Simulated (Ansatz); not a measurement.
One change: `CCB(S)Cl` becomes `S=CB(S)Cl`.

Ansatz, PBE0-D4/def2-TZVP geometries, multiplicity 1. Each molecule was computed in one conformer, which needn't be the lowest.

```json
{"property": "HOMO–LUMO gap (PBE/def2-TZVPP) / eV", "`CCB(S)Cl`": "5.03"}
{"property": "HOMO energy (B3LYP/def2-TZVPP) / eV", "`CCB(S)Cl`": "-7.78"}
{"property": "LUMO energy (B3LYP/def2-TZVPP) / eV", "`CCB(S)Cl`": "-1.04"}
{"property": "LUMO energy (PBE0/def2-TZVPP) / eV", "`CCB(S)Cl`": "-0.87"}
{"property": "HOMO–LUMO gap (PBE0/def2-TZVPP) / eV", "`CCB(S)Cl`": "7.17"}
{"property": "size of the dipole moment (B3LYP/def2-TZVPP) / D", "`CCB(S)Cl`": "2.02"}
```

**Question.** Give the same properties after the change, and the shifts. (Estimate.)

**Answer.** Computed: 
```csv
property,`S=CB(S)Cl`,shift
HOMO–LUMO gap (PBE/def2-TZVPP) / eV,1.18,-3.85
HOMO energy (B3LYP/def2-TZVPP) / eV,-6.53,1.25
LUMO energy (B3LYP/def2-TZVPP) / eV,-3.66,-2.62
LUMO energy (PBE0/def2-TZVPP) / eV,-3.52,-2.65
HOMO–LUMO gap (PBE0/def2-TZVPP) / eV,3.26,-3.91
size of the dipole moment (B3LYP/def2-TZVPP) / D,2.18,0.16
```

With PBE0 the HOMO rises by 1.25 eV and the LUMO falls by 2.65 eV, so the gap narrows by about 3.90 eV. PBE moves the HOMO by 1.33 eV and ωB97M-V by 1.20 eV. Dipoles are sizes alone; their direction can turn.

B3LYP here is the variant with VWN-RPA as its local correlation; programs differ in this.
